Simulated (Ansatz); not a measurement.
Problem. Predict a relaxed structure of TeOCl2 (TeCl2O), charge 0, singlet, at PBE-D4/def2-SVP (Ansatz).

Solution. 
```csv
atom,x (Å),y (Å),z (Å)
Te1,0.318,-0.643,0.209
O2,-0.279,-0.018,1.820
Cl3,-1.600,-0.533,-1.265
Cl4,1.561,1.194,-0.763
```
Point group Cs (tolerance 0.1 Å). This is one stationary point.

In the def2 sets Te takes a core potential; there is no spin–orbit coupling.
